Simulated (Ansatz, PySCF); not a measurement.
Ways to break one bond of C[Si](C)(C)O [hydroxy(trimethyl)silane]:

A. C[Si](C)(C)O [hydroxy(trimethyl)silane] → [CH2][Si](C)(C)O + H atom
B. C[Si](C)(C)O -> C[Si](C)O + [CH3] (CH3)
C. C[Si](C)(C)O [hydroxy(trimethyl)silane] → C[Si](C)C + [OH] (HO)
D. C[Si](C)(C)O -> C[Si](C)(C)[O] + H atom

Quantity: bond dissociation energy (enthalpy at 298 K, with B3LYP-D3(BJ) rigid-rotor harmonic-oscillator terms), kcal/mol. Geometries: B3LYP-D3(BJ)/def2-TZVP minima from Ansatz (a first-principles code), one conformer each, not searched for the lowest. Frequencies are from Ansatz or PySCF. Correlated levels leave the core frozen unless marked. Open shells are spin-unrestricted. Spin-orbit coupling is left out. Non-relativistic. Basis-set limits of correlation are two-point, X^-3; Hartree-Fock from the larger set. [CCSD(T)-MP2]/basis is that difference in the basis named.

```csv
,RI-HF/cc-pV(T+d)Z (Ansatz),B97M-V/def2-TZVPD (Ansatz),B2PLYP-D3(BJ)/def2-TZVPD (Ansatz + dftd3),"RI-MP2/CBS(cc-pV(T+d)Z,cc-pV(Q+d)Z)+[CCSD(T)-MP2]/cc-pV(D+d)Z (Ansatz)"
A,73.9,99.4,99.0,102.1
B,66.9,92.2,90.3,94.4
C,97.1,128.2,128.2,133.1
D,83.3,112.1,115.5,121.1
```
